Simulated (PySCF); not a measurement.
Br3FSi, singlet, geometry from GFN2-xTB, atoms displaced at random by about 0.03 Å a coordinate; TPSS/STO-3G, gradient by finite differences (PySCF).

Input for PySCF:
```python
from pyscf import gto, scf, dft

mol = gto.Mole()
mol.atom = '''
    F     0.04430575    0.02525961    1.99522978
    Si   -0.00529361    0.00570008    0.40931616
    Br    1.95360004   -0.71830257   -0.21475364
    Br   -0.36581827    2.04301744   -0.22017528
    Br   -1.57997410   -1.33670039   -0.18544295
'''
mol.basis = 'sto-3g'
mol.verbose = 4
mol.build()

mf = dft.RKS(mol)
mf.xc = 'tpss'
mf.conv_tol = 1e-11
mf.kernel()
scan, done = mf.as_scanner(), []
scan.scf_summary = {}
def energy(d):
    c = mol.atom_coords()
    c[2, 1] += d
    e = scan(mol.set_geom_(c, unit='Bohr', inplace=False))
    done.append(scan.converged)
    return e
h = 0.01
fd = (energy(h) - energy(-h)) / (2 * h)
print('dE/dx =', fd)
```

**Question.** Write the output that PySCF gives for this input, abridged.

**Answer.** 
```
PySCF version 2.14.0

[INPUT] verbose = 4
[INPUT] num. atoms = 5
[INPUT] num. electrons = 128
[INPUT] charge = 0
[INPUT] spin (= nelec alpha-beta = 2S) = 0
[INPUT] symmetry False subgroup None
[INPUT] Mole.unit = angstrom
[INPUT] Symbol           X                Y                Z      unit          X                Y                Z       unit  Magmom
[INPUT]  1 F      0.044305750000   0.025259610000   1.995229780000 AA    0.083725733243   0.047733744913   3.770437839776 Bohr   0.0
[INPUT]  2 Si    -0.005293610000   0.005700080000   0.409316160000 AA   -0.010003473110   0.010771590088   0.773495440759 Bohr   0.0
[INPUT]  3 Br     1.953600040000  -0.718302570000  -0.214753640000 AA    3.691769032539  -1.357395131871  -0.405825563853 Bohr   0.0
[INPUT]  4 Br    -0.365818270000   2.043017440000  -0.220175280000 AA   -0.691296341662   3.860743429310  -0.416070978599 Bohr   0.0
[INPUT]  5 Br    -1.579974100000  -1.336700390000  -0.185442950000 AA   -2.985718332906  -2.525997647699  -0.350436387231 Bohr   0.0

nuclear repulsion = 1107.51135145682
number of shells = 32
number of NR pGTOs = 204
number of NR cGTOs = 68
basis = sto-3g
ecp = {}

******** <class 'pyscf.dft.rks.RKS'> ********
method = RKS
initial guess = minao
damping factor = 0
level_shift factor = 0
DIIS = <class 'pyscf.scf.diis.CDIIS'>
diis_start_cycle = 1
diis_space = 8
diis_damp = 0
SCF conv_tol = 1e-11
SCF conv_tol_grad = None
SCF max_cycles = 50
direct_scf = True
direct_scf_tol = 1e-13
XC library pyscf.dft.libxc version 7.1.2
    S. Lehtola, C. Steigemann, M. J. T. Oliveira, and M. A. L. Marques,  SoftwareX 7, 1–5 (2018)
XC functionals = tpss
    J. Tao, J. P. Perdew, V. N. Staroverov, and G. E. Scuseria,  Phys. Rev. Lett. 91, 146401 (2003)
    J. P. Perdew, J. Tao, V. N. Staroverov, and G. E. Scuseria,  J. Chem. Phys. 120, 6898 (2004)
    J. Tao, J. P. Perdew, V. N. Staroverov, and G. E. Scuseria,  Phys. Rev. Lett. 91, 146401 (2003)
    J. P. Perdew, J. Tao, V. N. Staroverov, and G. E. Scuseria,  J. Chem. Phys. 120, 6898 (2004)
radial grids:
    Treutler-Ahlrichs [JCP 102, 346 (1995); DOI:10.1063/1.469408] (M4) radial grids

becke partition: Becke, JCP 88, 2547 (1988); DOI:10.1063/1.454033
pruning grids: <function nwchem_prune>
grids dens level: 3
symmetrized grids: False
atomic radii adjust function: <function treutler_atomic_radii_adjust>
small_rho_cutoff = 0
Set gradient conv threshold to 3.16228e-06
Initial guess from minao.
tot grids = 94720
init E= -8012.63435933551
  HOMO = -0.69744008811823  LUMO = -0.38858015148226  gap/eV = 8.40451
cycle= 1 E= -8022.28776897575  delta_E= -9.65  |g|= 0.68  |ddm|= 2.93
  HOMO = -0.161109370205215  LUMO = -0.00950228856038463  gap/eV = 4.12544
cycle= 2 E= -8022.15314499876  delta_E= 0.135  |g|= 0.935  |ddm|= 2.94
  HOMO = -0.158927118745883  LUMO = 0.0621422263403634  gap/eV = 6.01560
cycle= 3 E= -8022.48224477009  delta_E= -0.329  |g|= 0.117  |ddm|= 1.82
  HOMO = -0.164696181390831  LUMO = 0.0609654237138904  gap/eV = 6.14057
cycle= 4 E= -8022.48623405935  delta_E= -0.00399  |g|= 0.0716  |ddm|= 0.393
  HOMO = -0.167729440747463  LUMO = 0.0571652258505416  gap/eV = 6.11970
cycle= 5 E= -8022.48847379212  delta_E= -0.00224  |g|= 0.00404  |ddm|= 0.146
  HOMO = -0.167675013358835  LUMO = 0.05741055499293  gap/eV = 6.12489
cycle= 6 E= -8022.48848028589  delta_E= -6.49e-06  |g|= 0.00057  |ddm|= 0.00814
  HOMO = -0.167619510067976  LUMO = 0.0574218096804254  gap/eV = 6.12369
cycle= 7 E= -8022.48848047765  delta_E= -1.92e-07  |g|= 0.000104  |ddm|= 0.00181
  HOMO = -0.167622424807333  LUMO = 0.0574237397938809  gap/eV = 6.12382
cycle= 8 E= -8022.4884804823  delta_E= -4.65e-09  |g|= 3.61e-06  |ddm|= 0.00022
  HOMO = -0.167622460209463  LUMO = 0.057424286775123  gap/eV = 6.12383
cycle= 9 E= -8022.4884804823  delta_E= 1.82e-12  |g|= 3.96e-07  |ddm|= 8.39e-06
  HOMO = -0.167622476729037  LUMO = 0.0574242938883598  gap/eV = 6.12383
Extra cycle  E= -8022.4884804823  delta_E= -3.64e-12  |g|= 4.02e-07  |ddm|= 2.66e-06
converged SCF energy = -8022.4884804823
Create scanner for <class 'pyscf.dft.rks.RKS'>

WARN: Mole.unit (angstrom) is changed to Bohr

New geometry
   1 F      0.044305750000   0.025259610000   1.995229780000 AA    0.083725733243   0.047733744913   3.770437839776 Bohr
   2 Si    -0.005293610000   0.005700080000   0.409316160000 AA   -0.010003473110   0.010771590088   0.773495440759 Bohr
   3 Br     1.953600040000  -0.713010797891  -0.214753640000 AA    3.691769032539  -1.347395131871  -0.405825563853 Bohr
   4 Br    -0.365818270000   2.043017440000  -0.220175280000 AA   -0.691296341662   3.860743429310  -0.416070978599 Bohr
   5 Br    -1.579974100000  -1.336700390000  -0.185442950000 AA   -2.985718332906  -2.525997647699  -0.350436387231 Bohr

******** <class 'pyscf.scf.hf.RKS_Scanner'> ********
method = RKS_Scanner
initial guess = minao
damping factor = 0
level_shift factor = 0
DIIS = <class 'pyscf.scf.diis.CDIIS'>
diis_start_cycle = 1
diis_space = 8
diis_damp = 0
SCF conv_tol = 1e-11
SCF conv_tol_grad = None
SCF max_cycles = 50
direct_scf = True
direct_scf_tol = 1e-13
XC library pyscf.dft.libxc version 7.1.2
    S. Lehtola, C. Steigemann, M. J. T. Oliveira, and M. A. L. Marques,  SoftwareX 7, 1–5 (2018)
XC functionals = tpss
    J. Tao, J. P. Perdew, V. N. Staroverov, and G. E. Scuseria,  Phys. Rev. Lett. 91, 146401 (2003)
    J. P. Perdew, J. Tao, V. N. Staroverov, and G. E. Scuseria,  J. Chem. Phys. 120, 6898 (2004)
    J. Tao, J. P. Perdew, V. N. Staroverov, and G. E. Scuseria,  Phys. Rev. Lett. 91, 146401 (2003)
    J. P. Perdew, J. Tao, V. N. Staroverov, and G. E. Scuseria,  J. Chem. Phys. 120, 6898 (2004)
radial grids:
    Treutler-Ahlrichs [JCP 102, 346 (1995); DOI:10.1063/1.469408] (M4) radial grids

becke partition: Becke, JCP 88, 2547 (1988); DOI:10.1063/1.454033
pruning grids: <function nwchem_prune>
grids dens level: 3
symmetrized grids: False
atomic radii adjust function: <function treutler_atomic_radii_adjust>
small_rho_cutoff = 0
Set gradient conv threshold to 3.16228e-06
tot grids = 94720
init E= -8022.48854298768
  HOMO = -0.167523575608648  LUMO = 0.0578715958269049  gap/eV = 6.13332
cycle= 1 E= -8022.48839963287  delta_E= 0.000143  |g|= 0.000623  |ddm|= 0.00851
  HOMO = -0.16771960611622  LUMO = 0.0576517621237832  gap/eV = 6.13267
cycle= 2 E= -8022.48839960202  delta_E= 3.09e-08  |g|= 0.000766  |ddm|= 0.00351
  HOMO = -0.167681892934123  LUMO = 0.0577099603976876  gap/eV = 6.13322
cycle= 3 E= -8022.48839985197  delta_E= -2.5e-07  |g|= 0.000133  |ddm|= 0.00171
  HOMO = -0.167679879982669  LUMO = 0.0577104552525302  gap/eV = 6.13318
cycle= 4 E= -8022.48839985956  delta_E= -7.6e-09  |g|= 3.58e-05  |ddm|= 0.000388
  HOMO = -0.167678668307085  LUMO = 0.0577091218283027  gap/eV = 6.13311
cycle= 5 E= -8022.48839986019  delta_E= -6.29e-10  |g|= 6.07e-06  |ddm|= 9.24e-05
  HOMO = -0.167679017508412  LUMO = 0.0577096685211823  gap/eV = 6.13314
cycle= 6 E= -8022.4883998602  delta_E= -7.28e-12  |g|= 2.29e-07  |ddm|= 1.78e-05
  HOMO = -0.167678998751019  LUMO = 0.0577096374213215  gap/eV = 6.13314
Extra cycle  E= -8022.4883998602  delta_E= 1.82e-12  |g|= 2.29e-07  |ddm|= 1.38e-06
converged SCF energy = -8022.4883998602

WARN: Mole.unit (angstrom) is changed to Bohr

New geometry
   1 F      0.044305750000   0.025259610000   1.995229780000 AA    0.083725733243   0.047733744913   3.770437839776 Bohr
   2 Si    -0.005293610000   0.005700080000   0.409316160000 AA   -0.010003473110   0.010771590088   0.773495440759 Bohr
   3 Br     1.953600040000  -0.723594342109  -0.214753640000 AA    3.691769032539  -1.367395131871  -0.405825563853 Bohr
   4 Br    -0.365818270000   2.043017440000  -0.220175280000 AA   -0.691296341662   3.860743429310  -0.416070978599 Bohr
   5 Br    -1.579974100000  -1.336700390000  -0.185442950000 AA   -2.985718332906  -2.525997647699  -0.350436387231 Bohr

******** <class 'pyscf.scf.hf.RKS_Scanner'> ********
method = RKS_Scanner
initial guess = minao
damping factor = 0
level_shift factor = 0
DIIS = <class 'pyscf.scf.diis.CDIIS'>
diis_start_cycle = 1
diis_space = 8
diis_damp = 0
SCF conv_tol = 1e-11
SCF conv_tol_grad = None
SCF max_cycles = 50
direct_scf = True
direct_scf_tol = 1e-13
XC library pyscf.dft.libxc version 7.1.2
    S. Lehtola, C. Steigemann, M. J. T. Oliveira, and M. A. L. Marques,  SoftwareX 7, 1–5 (2018)
XC functionals = tpss
    J. Tao, J. P. Perdew, V. N. Staroverov, and G. E. Scuseria,  Phys. Rev. Lett. 91, 146401 (2003)
    J. P. Perdew, J. Tao, V. N. Staroverov, and G. E. Scuseria,  J. Chem. Phys. 120, 6898 (2004)
    J. Tao, J. P. Perdew, V. N. Staroverov, and G. E. Scuseria,  Phys. Rev. Lett. 91, 146401 (2003)
    J. P. Perdew, J. Tao, V. N. Staroverov, and G. E. Scuseria,  J. Chem. Phys. 120, 6898 (2004)
radial grids:
    Treutler-Ahlrichs [JCP 102, 346 (1995); DOI:10.1063/1.469408] (M4) radial grids

becke partition: Becke, JCP 88, 2547 (1988); DOI:10.1063/1.454033
pruning grids: <function nwchem_prune>
grids dens level: 3
symmetrized grids: False
atomic radii adjust function: <function treutler_atomic_radii_adjust>
small_rho_cutoff = 0
Set gradient conv threshold to 3.16228e-06
tot grids = 94720
init E= -8022.48827244377
  HOMO = -0.167883381239926  LUMO = 0.0568045869920353  gap/eV = 6.11407
cycle= 1 E= -8022.48855676034  delta_E= -0.000284  |g|= 0.00126  |ddm|= 0.017
  HOMO = -0.167461927572641  LUMO = 0.0572520637295218  gap/eV = 6.11478
cycle= 2 E= -8022.4885566323  delta_E= 1.28e-07  |g|= 0.00155  |ddm|= 0.00708
  HOMO = -0.167550440215177  LUMO = 0.0571344700250556  gap/eV = 6.11399
cycle= 3 E= -8022.48855765234  delta_E= -1.02e-06  |g|= 0.000268  |ddm|= 0.00345
  HOMO = -0.16755706873163  LUMO = 0.0571333312829749  gap/eV = 6.11414
cycle= 4 E= -8022.48855768326  delta_E= -3.09e-08  |g|= 7.2e-05  |ddm|= 0.000783
  HOMO = -0.167559307209484  LUMO = 0.05713597854609  gap/eV = 6.11427
cycle= 5 E= -8022.48855768584  delta_E= -2.58e-09  |g|= 1.22e-05  |ddm|= 0.000186
  HOMO = -0.167558507362502  LUMO = 0.0571348851271977  gap/eV = 6.11422
cycle= 6 E= -8022.48855768591  delta_E= -6.55e-11  |g|= 4.54e-07  |ddm|= 3.58e-05
  HOMO = -0.167558521073816  LUMO = 0.0571349160161605  gap/eV = 6.11422
cycle= 7 E= -8022.48855768591  delta_E= -3.64e-12  |g|= 1.45e-08  |ddm|= 1.67e-06
  HOMO = -0.167558521030694  LUMO = 0.057134918079457  gap/eV = 6.11422
Extra cycle  E= -8022.4885576859  delta_E= 1.27e-11  |g|= 1.3e-08  |ddm|= 8.53e-08
converged SCF energy = -8022.4885576859
dE/dx = 0.007891284940342302
```
